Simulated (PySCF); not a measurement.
sulfur trioxide (O3S), singlet, at a GFN2-xTB geometry; DF-HF/def2-SVP in PySCF.

PySCF was given this input:
```python
from pyscf import gto, scf

mol = gto.Mole()
mol.atom = '''
    O    -0.69178694   -1.23678958   -0.04601210
    S    -0.00000000    0.00000000   -0.00000000
    O    -0.72514024    1.21840142   -0.00209182
    O     1.41692719    0.01838817    0.04810392
'''
mol.basis = 'def2-svp'
mol.verbose = 4
mol.build()

mf = scf.RHF(mol)
mf = mf.density_fit(auxbasis='def2-universal-jkfit')
mf.kernel()
```

Task: Predict the main parts of the log of this PySCF run.

Result: 
```
PySCF version 2.14.0

[INPUT] verbose = 4
[INPUT] num. atoms = 4
[INPUT] num. electrons = 40
[INPUT] charge = 0
[INPUT] spin (= nelec alpha-beta = 2S) = 0
[INPUT] symmetry False subgroup None
[INPUT] Mole.unit = angstrom
[INPUT] Symbol           X                Y                Z      unit          X                Y                Z       unit  Magmom
[INPUT]  1 O     -0.691786940000  -1.236789580000  -0.046012100000 AA   -1.307287853151  -2.337193579916  -0.086950267416 Bohr   0.0
[INPUT]  2 S      0.000000000000   0.000000000000   0.000000000000 AA    0.000000000000   0.000000000000   0.000000000000 Bohr   0.0
[INPUT]  3 O     -0.725140240000   1.218401420000  -0.002091820000 AA   -1.370316455501   2.302444993581  -0.003952966902 Bohr   0.0
[INPUT]  4 O      1.416927190000   0.018388170000   0.048103920000 AA    2.677604327550   0.034748605232   0.090903234318 Bohr   0.0

nuclear repulsion = 184.689248810261
number of shells = 26
number of NR pGTOs = 108
number of NR cGTOs = 60
basis = def2-svp
ecp = {}

******** <class 'pyscf.df.df_jk.DFRHF'> ********
method = DFRHF
initial guess = minao
damping factor = 0
level_shift factor = 0
DIIS = <class 'pyscf.scf.diis.CDIIS'>
diis_start_cycle = 1
diis_space = 8
diis_damp = 0
SCF conv_tol = 1e-09
SCF conv_tol_grad = None
SCF max_cycles = 50
direct_scf = False
Set gradient conv threshold to 3.16228e-05
Initial guess from minao.
******** <class 'pyscf.df.df.DF'> ********
auxbasis = def2-universal-jkfit
init E= -623.077590288894
  HOMO = -0.444076953387788  LUMO = -0.043937556442132  gap/eV = 10.88835
cycle= 1 E= -621.487789436227  delta_E= 1.59  |g|= 0.978  |ddm|= 2.78
  HOMO = -0.506200860426674  LUMO = -0.00818124478656079  gap/eV = 13.55180
cycle= 2 E= -621.590826497529  delta_E= -0.103  |g|= 0.661  |ddm|= 1.28
  HOMO = -0.542067975378195  LUMO = 0.0414936752682542  gap/eV = 15.87952
cycle= 3 E= -621.672339084049  delta_E= -0.0815  |g|= 0.0525  |ddm|= 0.544
  HOMO = -0.531512573290825  LUMO = 0.0554147242457965  gap/eV = 15.97111
cycle= 4 E= -621.672978922362  delta_E= -0.00064  |g|= 0.0128  |ddm|= 0.0465
  HOMO = -0.535214940026546  LUMO = 0.0537970743241507  gap/eV = 16.02783
cycle= 5 E= -621.673039354855  delta_E= -6.04e-05  |g|= 0.00211  |ddm|= 0.02
  HOMO = -0.535467896723612  LUMO = 0.053909492364963  gap/eV = 16.03778
cycle= 6 E= -621.673041760375  delta_E= -2.41e-06  |g|= 0.000423  |ddm|= 0.00369
  HOMO = -0.535588042572901  LUMO = 0.0539339103625722  gap/eV = 16.04171
cycle= 7 E= -621.673041866555  delta_E= -1.06e-07  |g|= 0.000112  |ddm|= 0.00072
  HOMO = -0.535605695373745  LUMO = 0.0539470168617355  gap/eV = 16.04255
cycle= 8 E= -621.673041874101  delta_E= -7.55e-09  |g|= 1.12e-05  |ddm|= 0.000247
  HOMO = -0.535607997443786  LUMO = 0.0539447176478456  gap/eV = 16.04255
cycle= 9 E= -621.673041874173  delta_E= -7.21e-11  |g|= 1.52e-06  |ddm|= 2.49e-05
  HOMO = -0.535608079515253  LUMO = 0.0539448906794751  gap/eV = 16.04255
Extra cycle  E= -621.673041874175  delta_E= -1.93e-12  |g|= 5.78e-07  |ddm|= 1.85e-06
converged SCF energy = -621.673041874175
```
